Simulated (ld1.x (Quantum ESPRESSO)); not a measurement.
## What one change does to a pseudopotential (N, ultrasoft)

- Element: N
- Generator: ld1.x (Quantum ESPRESSO) 7.5
- Type: ultrasoft
- Functional: LDA (PZ)
- Relativity: non-relativistic
- Frozen core: [He]
- Valence charge: 5
- Reference configuration: 2s2 2p3
- Partial waves: 2s (bound): rcut 1.05, rcutus 1.25 bohr; 2s channel at -0.2 Ry: rcut 1.05, rcutus 1.25 bohr; 2p (bound): rcut 1.50, rcutus 1.95 bohr; 2p channel at -0.15 Ry: rcut 1.50, rcutus 1.95 bohr
- Local potential: all-electron potential smoothed inside 0.95 bohr (lloc = -1)
- Core correction: none
- Augmentation charge: PSQ, radius 0.95 bohr

Change: all radii scaled by about 1.25 (s 1.56, p 2.44 bohr, rcut 1.32/1.88); local potential all-electron potential smoothed inside 1.20 bohr (lloc = -1); augmentation PSQ, radius 1.20 bohr.

Cutoffs: the cutoffs (Ry, on a coarse ladder) from which the occupation-weighted sum of valence levels, in a spherical-Bessel basis at the reference potential, stays within 10 and 1 mRy of its value at 400 Ry; they do not see the model core or the augmentation charge, which bear on the density cutoff. Errors are all-electron minus pseudo energies relative to the spin-unpolarised reference configuration.

**Question.** What does the change do?

**Answer.** The potential gets softer (18 Ry and 30 Ry → 15 Ry and 21 Ry); of the 9 tests that both files solve, the error grows in 4 and shrinks in 2 by more than 15 % and 0.3 meV (median size 28.3 → 21.6 meV); neither file shows a bound ghost. A larger radius leaves more room for a smooth pseudo-wave, so fewer plane waves are needed.

```csv
quantity,base,changed
"cutoff, loose",18 Ry,15 Ry
"cutoff, tight",30 Ry,21 Ry
loose cutoff by channel (10 mRy a level),"s 12 Ry, p 15 Ry","s 12 Ry, p 10 Ry"
bound ghosts,none,none
"error for 2s2 2p2, meV [ΔE 13.74 eV]",+1.6,-12
"error for 2s2 2p1, meV [ΔE 42.71 eV]",+28,-22
"error for 2s2 2p0, meV [ΔE 89.88 eV]",+209,+239
"error for 2s2 2p3.3, meV [ΔE -1.67 eV]",0.0,-0.4
"error for 2s2 2p2.5, meV [ΔE 5.17 eV]",+0.2,-2.5
"error for 2s1 2p3, meV [ΔE 25.16 eV]",+7.1,-13
"error for 2s1 2p0, meV [ΔE 167.30 eV]",+582,+588
"error for 2s2 2p3 (spin-polarised), meV [ΔE -2.89 eV]",+299,+295
"error for 2s2 2p2 (spin-polarised), meV [ΔE 12.05 eV]",+213,+180
lowest overlap eigenvalue by channel,"s 0.54, p 0.99","s 0.60, p 0.91"
```
